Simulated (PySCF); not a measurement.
C3H12Si3, SMILES [SiH3]C[C@H]1C[SiH2][SiH2]1. Atoms are numbered in the order given.

```xyz
18

Si     2.9206     0.2437    -0.4836
C      1.5125    -0.5061     0.5573
C      0.1432     0.1636     0.3659
C     -0.4470     0.1380    -1.0823
Si    -2.3138     0.3841    -0.6630
Si    -1.4143    -0.5371     1.2930
H      2.7157    -0.0003    -1.9550
H      4.2424    -0.3615    -0.0882
H      2.9864     1.7327    -0.2586
H      1.4481    -1.5912     0.3191
H      1.8259    -0.4484     1.6228
H      0.2095     1.2300     0.6847
H     -0.3285    -0.8789    -1.5190
H      0.0266     0.8527    -1.7881
H     -3.3184    -0.3044    -1.5474
H     -2.6777     1.8411    -0.5417
H     -1.4034    -2.0462     1.2746
H     -1.6745    -0.0686     2.7014
```

Coordinates come from a PBE-D3(BJ)/def2-SVP optimisation. The structure was generated by enumeration; whether it is a known compound was not checked. The values are those of a single conformer.

Method: TDA-PBE/def2-SVPD (PySCF 2.14.0).

Vertical excitations. Isolated molecule, no solvent.

Estimate the UV-visible absorptions. (An estimate is asked for; the answer gives what the named calculation found.)


```csv
state,energy (eV),λ (nm),f,main pairs
S1,5.58,222,0.037,"HOMO→LUMO 57 %, HOMO−1→LUMO 24 %, HOMO→LUMO+1 14 %"
S2,5.60,221,0.018,"HOMO→LUMO+1 78 %, HOMO→LUMO 18 %"
S3,5.85,212,0.056,HOMO→LUMO+2 72 %
S4,5.91,210,0.066,"HOMO−1→LUMO 48 %, HOMO−1→LUMO+1 19 %, HOMO→LUMO+2 18 %"
S5,6.18,201,0.031,"HOMO→LUMO+3 67 %, HOMO−1→LUMO+1 15 %"
S6,6.23,199,0.094,"HOMO−1→LUMO+1 51 %, HOMO→LUMO+3 23 %, HOMO−1→LUMO 8 %"
T1,4.95,251,0,HOMO→LUMO 93 %
T2,5.27,235,0,"HOMO→LUMO+1 76 %, HOMO→LUMO+2 13 %"
```
Triplets are in the Tamm–Dancoff approximation.
